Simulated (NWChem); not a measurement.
System meant: LaNH2F2; SMILES [NH2][La]([F])[F]

Here is an NWChem input.

```
start job
memory heap 200 mb stack 900 mb global 1100 mb
geometry units angstroms noautoz
  La    -0.000069    -0.039264     0.192928
  F      1.884054    -0.985152    -0.230536
  F     -1.880278    -0.993009    -0.230295
  N     -0.005009     2.224197    -0.146874
  H     -0.819249     2.819578    -0.307810
  H      0.806224     2.823599    -0.308027
end
basis spherical
  La library def2-svp
  F library def2-svp
  N library def2-svp
  H library def2-svp
end
dft
  xc pbe0
  iterations 150
  mulliken
end
task dft energy
```

End of the output:

```
             Grid Information
             ----------------
          Grid used for XC integration:  medium
          Radial quadrature: Mura-Knowles
          Angular quadrature: Lebedev.
          Tag              B.-S. Rad. Rad. Pts. Rad. Cut. Ang. Pts.
          ---              ---------- --------- --------- ---------
          La                  1.95      123          11.0       590
          F                   0.50       49          12.0       434
          N                   0.65       49          10.0       434
          H                   0.35       45          12.0       434
          Grid pruning is: on
          Number of quadrature shells:   266
          Spatial weights used:  Erf1

          Convergence Information
          -----------------------
          Convergence aids based upon iterative change in
          total energy or number of iterations.
          Levelshifting, if invoked, occurs when the
          HOMO/LUMO gap drops below (HL_TOL):  1.00D-02
          DIIS, if invoked, will attempt to extrapolate
          using up to (NFOCK): 10 stored Fock matrices.

                    Damping( 0%)  Levelshifting(0.5)       DIIS
                  --------------- ------------------- ---------------
          dE  on:    start            ASAP                start
          dE off:    2 iters        150 iters           150 iters

      Screening Tolerance Information
      -------------------------------
          Density screening/tol_rho:  1.00D-10
          AO Gaussian exp screening on grid/accAOfunc:  14
          CD Gaussian exp screening on grid/accCDfunc:  20
          XC Gaussian exp screening on grid/accXCfunc:  20
          Schwarz screening/accCoul:  1.00D-08

      Superposition of Atomic Density Guess
      -------------------------------------

      charge =      57.0 La (Lanthanum)

      symmetry species            s     p     d     f
      number of basis functions = 7     6     5
      number of cont. functions = 6     3     2
      number of closed shells   = 6     4     2
      number of open shells     = 0     0     1
      open shell occupation     = 0     0     1
 ------------------------------------------------------------------------
 atomscf:atomd: error in atom scf                   0
 ------------------------------------------------------------------------
 ------------------------------------------------------------------------
  current input line :
    22: task dft energy
 ------------------------------------------------------------------------
 ------------------------------------------------------------------------
 This error has not yet been assigned to a category
 ------------------------------------------------------------------------
 For more information see the NWChem manual at https://nwchemgit.github.io

0:atomscf:atomd: error in atom scf:Received an Error in Communication
```

Question: Can this run be used? If not, why, and what is the fix?

Answer: The program stopped with an error. Cause: the def2 basis of a heavy element holds valence functions alone and wants its effective core potential (without it all electrons must fit into that basis). This input runs:
```
start job
memory heap 200 mb stack 900 mb global 1100 mb
geometry units angstroms noautoz
  La    -0.000069    -0.039264     0.192928
  F      1.884054    -0.985152    -0.230536
  F     -1.880278    -0.993009    -0.230295
  N     -0.005009     2.224197    -0.146874
  H     -0.819249     2.819578    -0.307810
  H      0.806224     2.823599    -0.308027
end
basis spherical
  * library def2-svp
end
ecp
  La library def2-ecp
end
dft
  xc pbe0
  iterations 150
  mulliken
end
task dft energy
```
It converges to -286.96127 Ha (PBE0/def2-SVP with def2 effective core potentials on La).
